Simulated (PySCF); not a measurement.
A GIAO shielding run with PySCF 2.14 (density fitting, non-relativistic, gas phase) on SMILES CCC#CC(=S)C#N, C$_{6}$H$_{5}$NS:

```
{"job": {"kind": "nmr", "xc": "PBE0", "basis": "pcSseg-1"}, "charge": 0, "multiplicity": 1}
C     -2.351891     0.236616    -0.159546
C     -1.268646    -0.783732     0.192751
C      0.048602    -0.290593    -0.110665
C      1.144340     0.147266    -0.376433
C      2.399037     0.670491    -0.692748
S      2.624121     2.135778    -1.411624
C      3.528323    -0.116542    -0.364610
N      4.467950    -0.722433    -0.109863
H     -2.320809     0.474289    -1.219997
H     -3.332844    -0.166766     0.078481
H     -2.206571     1.155327     0.403543
H     -1.311156    -1.027805     1.258884
H     -1.424844    -1.711409    -0.367149
```

Hardware: 1 thread of an Arm Neoverse V2, shared host. The job also computes population analyses, field gradients.

(1) How large is the calculation?

(2) How long does it take?

## Answers

(1) 64 electrons, 168 basis functions and 885 auxiliary functions.

(2) 17 s of wall time, with 15 SCF cycles and 6 response iterations. Times on a shared host scatter by some tens of per cent.
